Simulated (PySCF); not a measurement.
Computed with PySCF 2.14.0 with PBE-D3(BJ)/def2-TZVP // PBE0-D3(BJ)/def2-TZVP. All species are isolated molecules in the gas phase. One relaxed conformer stands for a flexible species; it need not be the lowest. Excitations are Tamm–Dancoff values on a coarser integration grid. The basis has no diffuse functions, so Rydberg states are missing or too high.

Reference species (SMILES): `C1[SiH2]C=C(S)C=1` (H–S–C–C torsion 180°) (neutral, multiplicity 1).

- T1 excitation (TDA) = 2.50 eV
- brightest of the four lowest singlets (TDA) = 5.08 eV
- S1 oscillator strength = 0.059

Changed species: `C1=C([SiH2]C=C1)S` (H–S–C–Si torsion 0°).

**Question.** Give the shifts of the T1 excitation (TDA), brightest of the four lowest singlets (TDA) and S1 oscillator strength.

**Answer.** the T1 excitation (TDA) falls by 0.27 eV, to 2.23 eV; the brightest of the four lowest singlets (TDA) drops by 1.37 eV, to 3.71 eV; the S1 oscillator strength rises by 0.145, to 0.204.
